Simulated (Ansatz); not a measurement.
This geometry of C2H2Te (5 atoms, charge 0, multiplicity 1) is a first-order saddle point.

These are results of UKS PBE0-D4/def2-mTZVP (Ansatz), not measurements.

```xyz
5
Properties=species:S:1:pos:R:3
C -0.657 -0.829 0.293
C 0.280 -0.103 0.011
Te 1.875 1.138 -0.471
H -1.486 -1.453 0.537
H 0.038 1.173 -0.412
```

**Question.** Which two structures does it join? (They come from a converged band through this point; their orientation in space is the band's.)

**Answer.** Bonds formed: C2–H5.

Initial state:

```xyz
5
Properties=species:S:1:pos:R:3
C -0.737 -1.117 0.394
C 0.096 -0.302 0.086
Te 1.609 0.961 -0.401
H -1.486 -1.826 0.663
H 0.568 2.210 -0.784
```

Final state:

```xyz
5
Properties=species:S:1:pos:R:3
C -0.656 -0.781 0.277
C 0.235 0.014 -0.027
Te 2.001 1.060 -0.449
H -1.448 -1.447 0.533
H -0.082 1.081 -0.376
```

**Question.** How far does it lie above each of them?

**Answer.** 1.41 eV above the first and 0.05 eV above the second. This is the barrier of this one path; another mechanism may lie lower.

Run time: 3.5 min on 2 threads of Arm Neoverse V1, with other jobs on the host, peak memory 0.22 GiB.
